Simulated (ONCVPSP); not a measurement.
**Zr: excitation energies, all-electron against ONCV**

```json
{
 "Element": "Zr (Z = 40)",
 "Generator": "ONCVPSP 4.0.1",
 "Type": "optimised norm-conserving Vanderbilt (ONCV)",
 "Functional": "PW91",
 "Relativity": "scalar-relativistic",
 "Frozen core": "[Ar] 3d10",
 "Valence charge": "12",
 "Reference configuration": "4s2 4p6 4d2.5 5s1.5",
 "Partial waves": "4s+5s: rc 2.25 bohr, ncon 4, nbas 9, qcut 5 1/bohr, 2 projectors; 4p: rc 2.15 bohr, ncon 3, nbas 8, qcut 7.7 1/bohr, 3 projectors, debl 3.3 Ha; 4d: rc 2.00 bohr, ncon 4, nbas 7, qcut 5.3 1/bohr, 1 projector",
 "Local potential": "polynomial inside 1.35 bohr (lpopt 5, dvloc0 2 Ha)",
 "Core correction": "polynomial model core, fcfact 0.15"
}
```

Energies are relative to the spin-unpolarised reference configuration 4s2 4p6 4d2.5 5s1.5; without spin polarisation the order of configurations can differ from experiment.

| valence configuration | charge | ΔE all-electron (eV) | error AE − PS (meV) |
| --- | --- | --- | --- |
| 4s2 4p6 4d2 5s2 | 0 | -0.516 | -0.1 |
| 4s2 4p6 4d3 5s1 | 0 | 0.683 | -2.0 |

What are ΔE and the potential's error for 4s2 4p6 4d2 5s0?

ΔE = 19.653 eV all-electron; the error (AE − PS) is -4.6 meV.

What are ΔE and the potential's error for 4s2 4p6 4d2 5s1?

ΔE = 6.674 eV all-electron; the error (AE − PS) is +0.1 meV.

Levels in the configuration 4s2 4p6 4d2 5s0:

| level | all-electron (eV) | pseudo (eV) |
| --- | --- | --- |
| 4s | -69.068 | -69.127 |
| 4p | -46.989 | -47.005 |
| 4d | -17.351 | -17.346 |
